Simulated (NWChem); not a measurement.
## Basis-set convergence for H2O2Si

```xyz
5

Si    -0.1560     0.6205     0.0000
O     -1.2066    -0.6914     0.0000
H     -0.7626    -1.5648     0.0000
O      1.3117    -0.2396     0.0000
H      2.1068     0.3249     0.0000
```
Charge 0, spin multiplicity 1.

Everything below was run with NWChem. All single points use one geometry, from PBE/def2-SVP, a minimum by its harmonic frequencies. It is one conformer; others weren't searched.

Quantity: dipole moment at the level PBE0.

The Pople sets run with spherical d functions. The structure started from a generated list of species.

```csv
basis,functions,dipole moment (D)
STO-3G,21,1.54
3-21G,35,2.29
6-31G*,50,(withheld)
cc-pVDZ,56,(withheld)
6-311G**,74,(withheld)
def2-SVPD,86,1.80
aug-pcseg-1,91,1.78
def2-TZVP,111,1.86
def2-TZVPP,132,1.81
def2-QZVP,244,1.79
```

### Question
What belongs in the gaps?

### Answer

- 6-31G*, dipole moment (D): 2.01
- cc-pVDZ, dipole moment (D): 1.88
- 6-311G**, dipole moment (D): 1.97
